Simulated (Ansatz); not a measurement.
`CB[Si](F)(F)F` + H₂Se → `F[Si](F)(F)[SeH]` + `BC` at 700 K and 1 bar (cleavage of the Si–B bond).

Gas-phase electronic energies from Ansatz, PBE0-D4/def2-TZVP geometries. CBS: MP2 limit from def2 TZ/QZ plus the TZ coupled-cluster correction, frozen cores. This one scheme is used for every species. For Se outer-core shells are correlated without core-valence functions, which leaves a few kJ/mol of doubt a bond. Scalar relativity is left out up to krypton. One conformer a species, not always the lowest.

```csv
species,CCSD(T)/CBS energy (Eh),H − E (kJ/mol),S (J/(mol·K))
`CB[Si](F)(F)F`,-653.90979,235.8,498.5
H₂Se,-2401.89790,61.1,251.1
`F[Si](F)(F)[SeH]`,-2990.00244,109.4,435.9
`BC`,-65.83255,189.6,311.0
```

H − E and S are ideal-gas, rigid-rotor, harmonic terms from PBE0-D4/def2-TZVP, for one conformer and one mirror image of each species. 1 Eh = 2625.50 kJ/mol, R = 8.31446 J/(mol·K).

Task: By hand: ΔE, ΔH, ΔS and ΔG.

Result: ΔE = (-2990.00244) + (-65.83255) − (-653.90979) − (-2401.89790) = -0.02730 Eh = -71.7 kJ/mol. Δ(H − E) = 109.4 + 189.6 − 235.8 − 61.1 = 2.1, so ΔH = -69.6 kJ/mol. ΔS = 435.9 + 311.0 − 498.5 − 251.1 = -2.7 J/(mol·K). ΔG = -69.6 − 700 × (-2.7)/1000 = -67.7 kJ/mol.

Task: By hand: the equilibrium constant, and the temperature at which ΔG would vanish if ΔH and ΔS stayed fixed.

Result: log₁₀ K = −ΔG/(RT ln 10) = 5.1. ΔG = 0 at ΔH/ΔS = 25778 K, far beyond where these terms or the molecules hold.

The number of gas molecules stays the same, so ΔS is small and ΔH decides. A doubt of 5 kJ/mol in ΔE shifts log₁₀ K by 0.4 here. Other conformers and mirror images would add mixing entropy, several J/(mol·K) or more a flexible species. Modes under 60 cm⁻¹, often nearly free rotors, make the harmonic entropy too high. These are equilibria of isolated gas molecules and say nothing of rates. Largest T1 diagnostic: 0.012 (customary marks: 0.02 for closed shells, 0.045 for open ones).
